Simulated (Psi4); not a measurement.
Relaxed torsion scan: SMILES O[SiH2][SiH2]O[SiH3] (H8O2Si3). Scanned: dihedral H6–O1–Si2–Si3; all other coordinates were relaxed at GFN2-xTB. Points at φ and −φ are mirror images. Heavy atoms are numbered in the order of the SMILES O[SiH2][SiH2]O[SiH3], hydrogens after them in the order of the atoms that carry them; the mirror image has the same energies with the sign of each dihedral reversed.

Methods: PBE/def2-TZVP // GFN2-xTB (Psi4); PBE0/def2-TZVP // GFN2-xTB (Psi4); MP2/cc-pVTZ = Psi4 with DF-MP2 (frozen core)/cc-pVTZ // GFN2-xTB.

Energies relative to the lowest point of each profile, in kJ/mol:

```csv
φ / °,PBE/def2-TZVP,PBE0/def2-TZVP
-140,0.8,0.9
-120,1.2,1.4
-80,0.6,1.3
-60,0.8,1.6
-40,1.7,2.4
-20,2.8,3.5
0,3.4,4.0
60,0.8,1.6
80,0.6,1.3
120,1.2,1.4
140,0.8,0.9
180,0.0,0.0
```

### Question
Predict the corresponding MP2/cc-pVTZ column.

### Answer
-140: 1.5; -120: 2.3; -80: 2.1; -60: 2.4; -40: 3.3; -20: 4.5; 0: 5.1; 60: 2.4; 80: 2.1; 120: 2.3; 140: 1.5; 180: 0.0 (kJ/mol).
